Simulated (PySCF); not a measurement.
Compound: C6H8O.
Numbering: `[CH2:1]=[C:2]=[C:3]=[C:4]([CH3:5])[CH2:6][OH:7]` (hydrogens: H8, H9 on C1; H10, H11, H12 on C5; H13, H14 on C6; H15 on O7)

Vertical excitations from PySCF (density fitting, frozen core in the response, grid level 2 and gas phase unless stated; continuum runs use non-equilibrium linear response for the excitations) on a GFN2-xTB geometry. Reference run:

| settings | S1, eV (f) | S2, eV (f) | S3, eV (f) | S4, eV (f) | S5, eV (f) | S6, eV (f) | T1, eV (Tamm–Dancoff) | mean α (au) |
| --- | --- | --- | --- | --- | --- | --- | --- | --- |
| PBE0/def2-SVPD, full TDDFT, 6 singlets | 4.17 (0.000) | 5.19 (0.561) | 5.69 (0.009) | 5.79 (0.001) | 6.23 (0.002) | 6.78 (0.013) | 2.67 | 91.2 |

Question: What do these settings give: KT2/def2-SVPD, TDA, 6 singlets?

Answer: 
```json
{"settings": "KT2/def2-SVPD, TDA, 6 singlets", "S1, eV (f)": "3.99 (0.002)", "S2, eV (f)": "4.65 (0.016)", "S3, eV (f)": "5.35 (0.455)", "S4, eV (f)": "5.57 (0.029)", "S5, eV (f)": "5.73 (0.054)", "S6, eV (f)": "6.07 (0.016)", "T1, eV (Tamm–Dancoff)": "2.72", "mean α (au)": "95.3"}
```

S1 moves by -0.18 eV; functional and response scheme change together, so the shift can't be laid on one. States are counted by energy in each run and needn't keep their character from row to row.

KT2 was designed for NMR shieldings or shifts; total energies of different functionals aren't comparable.

Question: Give the leading configurations of S1 (H = HOMO, L = LUMO) and the HOMO–LUMO gap of each run.

Answer: 
```tsv
settings	S1 configurations (weight)	S1 (eV)	orbital gap (eV)	S1 − gap (eV)
PBE0/def2-SVPD, full TDDFT, 6 singlets	H−1→L 0.97	4.17	5.28	-1.11
KT2/def2-SVPD, TDA, 6 singlets	H−1→L 0.97	3.99	3.50	+0.49
```

The values belong to the conformer `[CH2:1]=[C:2]=[C:3]=[C:4]([CH3:5])[CH2:6][OH:7]`: C3–C4–C6–O7 111°, H–O7–C6–C4 -61°.
